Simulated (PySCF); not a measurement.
**Cost of excited-state runs on SMILES CC(=O)OC1=CC[SiH2]O1, C₅H₈O₃Si**

Molfile (atoms numbered from 1):
```
C5H8O3Si
     RDKit          3D

 17 17  0  0  0  0  0  0  0  0999 V2000
   -3.3472   -0.3276   -0.5237 C   0  0  0  0  0  0  0  0  0  0  0  0
   -2.0470   -0.2869    0.2335 C   0  0  0  0  0  0  0  0  0  0  0  0
   -1.9234   -0.4893    1.4102 O   0  0  0  0  0  0  0  0  0  0  0  0
   -1.0416    0.0020   -0.6112 O   0  0  0  0  0  0  0  0  0  0  0  0
    0.2698    0.0865   -0.2195 C   0  0  0  0  0  0  0  0  0  0  0  0
    0.8361   -0.0636    0.9699 C   0  0  0  0  0  0  0  0  0  0  0  0
    2.3276    0.1147    0.9664 C   0  0  0  0  0  0  0  0  0  0  0  0
    2.6540    0.4933   -0.8786 Si  0  0  0  0  0  4  0  0  0  0  0  0
    1.0561    0.3768   -1.2895 O   0  0  0  0  0  0  0  0  0  0  0  0
   -3.4181    0.5308   -1.1855 H   0  0  0  0  0  0  0  0  0  0  0  0
   -3.3730   -1.2292   -1.1322 H   0  0  0  0  0  0  0  0  0  0  0  0
   -4.1758   -0.3414    0.1774 H   0  0  0  0  0  0  0  0  0  0  0  0
    0.2920   -0.2923    1.8660 H   0  0  0  0  0  0  0  0  0  0  0  0
    2.8170   -0.7887    1.3327 H   0  0  0  0  0  0  0  0  0  0  0  0
    2.6131    0.9170    1.6480 H   0  0  0  0  0  0  0  0  0  0  0  0
    3.3700   -0.5466   -1.6074 H   0  0  0  0  0  0  0  0  0  0  0  0
    3.0834    1.8566   -1.1663 H   0  0  0  0  0  0  0  0  0  0  0  0
  1  2  1  0
  2  3  2  0
  2  4  1  0
  4  5  1  0
  5  6  2  0
  6  7  1  0
  7  8  1  0
  8  9  1  0
  9  5  1  0
  1 10  1  0
  1 11  1  0
  1 12  1  0
  6 13  1  0
  7 14  1  0
  7 15  1  0
  8 16  1  0
  8 17  1  0
M  END
```

PySCF with density fitting, on 1 thread of an AMD EPYC 9R14, shared host. Command: `OMP_NUM_THREADS=1 python excited_run.py task.json out`

(1) How long does this run take, and how much memory?
- magnetisability and related constants, PBE0/pcSseg-1; usual settings

## Answers

(1) 
```
                                  run          level  basis functions  wall time  peak memory (GiB)
magnetisability and related constants  PBE0/pcSseg-1              200       30 s               0.89
```
Times from a shared host are rough.
